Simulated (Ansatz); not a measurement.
The molecule NaP+, multiplicity 4 (lowest of 2S+1 = 2, 4 at CCSD(T)/def2-TZVPP on PBE0 minima; our sources give no spin for the ground state, which may be another).

The constants come from a fifth-degree fit in 1/R (seven points, main isotopes). In def2 and cc sets the state is the lowest found near the PBE0 minimum, followed along R.

Codes used: Ansatz (Gaussian basis) for Hartree–Fock, density functionals and correlated methods. 

Energies at B97M-V/def2-TZVPP:

| R (Å) | E (hartree) |
|---|---|
| 2.839077 | -503.22359214 |
| 2.915396 | -503.22414636 |
| 2.985610 | -503.22440904 |
| 3.064982 | -503.22448858 |
| 3.144354 | -503.22439469 |
| 3.235937 | -503.22413135 |
| 3.342784 | -503.22368248 |

### Question
With a reduced mass of 13.1956 u, find the minimum, the force constant and the constants.

### Answer
A fifth-degree polynomial in 1/R puts the minimum at r_e = 3.0577 Å with force constant 12.3 N/m. Then ω_e = (1/2πc)√(k/μ) = 126 cm⁻¹ and B_e = h/(8π²cμr_e²) = 0.1366 cm⁻¹; the cubic and quartic terms give α_e = 0.0026 and ω_e x_e = 2.0 cm⁻¹.

Ansatz is a program for electronic structure.
